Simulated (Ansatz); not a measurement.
System: CH₄Si, net charge 0, singlet state. SMILES: [SiH2]=C
Geometry from a B3LYP-D3(BJ)/def2-TZVP (Ansatz, a quantum-chemistry and plane-wave program) optimisation:
```xyz
6

C     -1.1498    -0.0548    -0.0450
Si     0.5479     0.0261     0.0215
H     -1.7685     0.8316    -0.0996
H     -1.6839    -0.9961    -0.0356
H      1.3979    -1.1745     0.0958
H      1.2833     1.3023     0.0091
```

Quantity: vertical ionisation energy (to the doublet state of charge +1; each state is the SCF solution reached for its spin; for the singlet the Hartree-Fock reference is unstable and T1 is 0.015), in eV. Correlated levels leave the core frozen unless marked. Open shells are spin-unrestricted. No spin-orbit coupling. Non-relativistic. CBS(X,Y): correlation extrapolated as X^-3; Hartree-Fock from the larger set. [CCSD(T)-MP2]/basis is that difference in the basis named.

| level | program | vertical ionisation energy (eV) |
|---|---|---|
| HF/def2-SVPD | Ansatz | 7.31 |

**Question.** Predict the RI-MP2/CBS(aug-cc-pV(T+d)Z,aug-cc-pV(Q+d)Z)+[CCSD(T)-MP2]/aug-cc-pV(T+d)Z result (Ansatz).

**Answer.** 8.99 eV, so HF/def2-SVPD differs from it by -1.68 eV.
